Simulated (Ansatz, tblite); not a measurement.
Cost and result up the ladder for the cluster NbTe₂⁺ (the lowest singlet isomer of a short search) (3 atoms). Total charge 1; singlet. Geometry: r2SCAN-D4/def2-TZVP.

Cartesian coordinates in Å:
```
Nb 0.182 -0.824 -0.510
Te 1.662 1.124 -0.268
Te -1.844 -0.299 0.778
```

Ansatz on 4 threads of Arm Neoverse V2 on a shared host; xTB runs through tblite on one thread. Times are rough, summed over both states, and most runs start from the orbitals of an earlier one. ωB97M-V/def2-TZVP serves as the yardstick here, not as an exact answer. The other state is a triplet at its own geometry.

In the def2 sets Nb, Te take a core potential; there is no spin–orbit coupling. The xTB rows come from tblite. Correlated methods freeze 8 core orbitals; core or outer-core shells of Nb, Te are correlated, in sets that lack core-valence functions. The structure comes from a short search, and lower isomers may exist.

Run but left out: HF/def2-TZVP, B2PLYP/def2-TZVP, MP2/def2-TZVP (singlet: restricted singlet, unstable towards broken spin symmetry).

Correlated methods converge slowly with the basis.

xTB has no spin-polarisation term.

```
                            level  functions  wall time  triplet − singlet (eV)  difference from ωB97M-V/def2-TZVP (eV)                         remarks
                         GFN1-xTB         27    0.006 s                    0.10                                    0.26                               –
                         GFN2-xTB         27    0.009 s                    0.18                                    0.34                               –
                 PBE-D4/def2-TZVP        140      4.1 s                    0.02                                    0.18                               –
revPBE-D4/def2-TZVP (with forces)        140      4.3 s                    0.01                                    0.17  restricted, untested (singlet)
                BLYP-D4/def2-TZVP        140      5.1 s                    0.02                                    0.18  restricted, untested (singlet)
                PBE0-D4/def2-TZVP        140      6.7 s                   -0.14                                    0.02                               –
                RPA@PBE/def2-TZVP        140      9.7 s                    0.07                                    0.23                               –
              r2SCAN-D4/def2-TZVP        140       11 s                   -0.12                                    0.04                               –
             r2SCAN0-D4/def2-TZVP        140       25 s                   -0.29                                   -0.13                               –
                ωB97M-V/def2-TZVP        140       55 s                   -0.16                                    0.00                               –
```
